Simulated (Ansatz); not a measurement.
The same ligand exchange along the group F, Cl, Br.

Gas-phase electronic energies from Ansatz, PBE0-D4/def2-TZVP geometries. CBS: MP2 limit from def2 TZ/QZ plus the TZ coupled-cluster correction, frozen cores. This one scheme is used for every species. For Br, Ga outer-core shells are correlated without core-valence functions, which leaves a few kJ/mol of doubt a bond. Scalar relativity is left out up to krypton. Each species was taken in one conformer, which may not be the lowest.

Order these by ΔE at CCSD(T)/CBS, lowest first. (An estimate is asked.)
A. `C[O][Ga]([OH])[Br]` + CH₃OH → `C[O][Ga]([OH])[O]C` + HBr
B. `C[O][Ga]([OH])[Cl]` + CH₃OH → `C[O][Ga]([OH])[O]C` + HCl
C. `C[O][Ga]([OH])[F]` + CH₃OH → `C[O][Ga]([OH])[O]C` + H–F

C (+23.3 kJ/mol), B (+64.1 kJ/mol), A (+77.1 kJ/mol).

Largest T1 diagnostic: 0.014, for `C[O][Ga]([OH])[F]`.
